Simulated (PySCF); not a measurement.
Al(2+) (aluminium, charge +2) across methods

[Ne] 3s1, 2S determinant. All numbers are calculated (PySCF 2.14, scalar relativity by spin-free X2C-1e, in x2c-TZVPPall). The B2PLYP total includes its PT2 part (frozen core); its orbital energies are those of the SCF part.

```csv
method,E (hartree),mean ε 2p α (eV),mean ε 2p β (eV),mean ε 3s α (eV),Σ⟨r²⟩ (bohr²),⟨S²⟩
PW91,-241.8696,-90.644,-90.407,-24.583,9.298,0.750
r2SCAN,-241.8668,-92.091,-91.892,-24.682,9.297,0.750
LDA,-240.8268,-90.537,-90.318,-24.617,9.277,0.750
UHF,-241.45947,-108.10,-107.82,-28.090,9.383,0.750
PBE,-241.7551,-90.453,-90.215,-24.506,9.304,0.750
PBEsol,-241.2702,-90.284,-90.061,-24.465,9.303,0.750
B2PLYP,-241.7835,-100.09,-99.859,-26.507,9.296,0.750
PBE0,-241.7781,-95.173,-94.931,-25.508,9.305,0.750
```

(1) Estimate the same row for BLYP.

Answers

(1) E (hartree) = -241.9083; mean ε 2p α (eV) = -90.438; mean ε 2p β (eV) = -90.248; mean ε 3s α (eV) = -24.495; Σ⟨r²⟩ (bohr²) = 9.256; ⟨S²⟩ = 0.750.
